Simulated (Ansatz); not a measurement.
SbF4, SMILES [F][Sb]([F])([F])[F], multiplicity 2.

The structure is a stationary point at PBE0-D3(BJ)/def2-SVP. The spin state was assumed, not searched. The isomer is the one that the SMILES or the coordinates give; other isomers of the formula were not compared. The def2 effective core potentials stand for the cores of Sb; spin–orbit coupling is left out.

Two levels are set side by side: PBE/def2-SVPD (Ansatz, a quantum-chemistry and plane-wave program) and CAM-B3LYP/def2-SVPD (Ansatz). Energy differences of separate SCF runs at the same geometry; the states with an electron removed or added have multiplicity 1 and 1. Differences are taken from unrounded values.

| quantity | CAM-B3LYP |
|---|---|
| vertical ionisation energy (eV) | 12.12 |
| vertical electron affinity (eV) | 4.27 |

Problem. What does PBE give, and how far is it from CAM-B3LYP? (Estimate from the structure and the level; the computed values follow.)

Solution. 
```tsv
quantity	PBE	PBE minus CAM-B3LYP
vertical ionisation energy (eV)	11.46	-0.66
vertical electron affinity (eV)	3.89	-0.38
```
